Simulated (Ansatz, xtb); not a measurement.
Relative energy of two isomers of C3H8F2O2Si

Structure X: `OCCCO[SiH](F)F`, a singlet. Structure Y: `C[C@H](CO)O[SiH](F)F`, a singlet. Both are isolated molecules in the gas phase, relaxed with PBE0-D3(BJ)/def2-SVP; each stands in its lowest conformer found.

Quicker runs give these differences E(Y) − E(X): GFN2-xTB −3.9 kcal/mol; HF/STO-3G −1.2 kcal/mol (at GFN2-xTB geometries); r2SCAN-D4/def2-SVP −5.1 kcal/mol (at GFN2-xTB geometries).

Problem. Estimate E(Y) − E(X) at the level CCSD(T)/def2-SVP + ΔMP2/def2-TZVPP.

Solution. Calculated at CCSD(T)/def2-SVP + ΔMP2/def2-TZVPP: E(Y) − E(X) = −3.4 kcal/mol, so structure Y lies lower.

How the difference moves with the method:

```json
{"level": "GFN2-xTB", "geometry": "GFN2-xTB", "E(Y) − E(X) (kcal/mol)": "−3.9", "departure from the last row (kcal/mol)": "−0.5", "job, with rough time for the two": "optimisation, 0.56 s"}
{"level": "HF/STO-3G", "geometry": "GFN2-xTB", "E(Y) − E(X) (kcal/mol)": "−1.2", "departure from the last row (kcal/mol)": "+2.2", "job, with rough time for the two": "single point, 1.5 s"}
{"level": "r2SCAN-D4/def2-SVP", "geometry": "GFN2-xTB", "E(Y) − E(X) (kcal/mol)": "−5.1", "departure from the last row (kcal/mol)": "−1.7", "job, with rough time for the two": "single point, 7.5 s"}
{"level": "PBE0-D3(BJ)/def2-SVP", "geometry": "PBE0-D3(BJ)/def2-SVP", "E(Y) − E(X) (kcal/mol)": "−4.1", "departure from the last row (kcal/mol)": "−0.7", "job, with rough time for the two": "optimisation, 3 min"}
{"level": "HF/def2-SVP", "geometry": "PBE0-D3(BJ)/def2-SVP", "E(Y) − E(X) (kcal/mol)": "−3.2", "departure from the last row (kcal/mol)": "+0.2", "job, with rough time for the two": "part of the CCSD(T) run"}
{"level": "MP2/def2-SVP", "geometry": "PBE0-D3(BJ)/def2-SVP", "E(Y) − E(X) (kcal/mol)": "−4.1", "departure from the last row (kcal/mol)": "−0.6", "job, with rough time for the two": "part of the CCSD(T) run"}
{"level": "CCSD(T)/def2-SVP", "geometry": "PBE0-D3(BJ)/def2-SVP", "E(Y) − E(X) (kcal/mol)": "−4.0", "departure from the last row (kcal/mol)": "−0.5", "job, with rough time for the two": "single point"}
{"level": "CCSD(T)/def2-SVP + ΔMP2/def2-TZVPP", "geometry": "PBE0-D3(BJ)/def2-SVP", "E(Y) − E(X) (kcal/mol)": "−3.4", "departure from the last row (kcal/mol)": "", "job, with rough time for the two": "single point, 3.6 min"}
```

As drawn, both hold the same kinds of bond in the same numbers. Structure X has 0 methyl groups, Y 1.

None of the levels shown reverses the order. The largest departure from CCSD(T)/def2-SVP + ΔMP2/def2-TZVPP is that of HF/STO-3G, 2.2 kcal/mol. The last row adds to CCSD(T) the change of the MP2 difference between the two basis sets, here +0.5 kcal/mol.

With thermal terms from frequencies at re-optimised GFN2-xTB minima (ideal gas, soft modes damped towards free rotors, one conformer each, 298.15 K, 1 atm): the zero-point term adds −0.2 kcal/mol; ΔH is −3.7 and ΔG −2.9 kcal/mol.

The correlated steps freeze 12 core orbitals. Mirror images aren't counted in ΔG. Programs: Ansatz 0.2.0, xtb 6.7.1; the last row on 2 threads of Intel(R) Xeon(R) Processor @ 2.70GHz on a shared host.
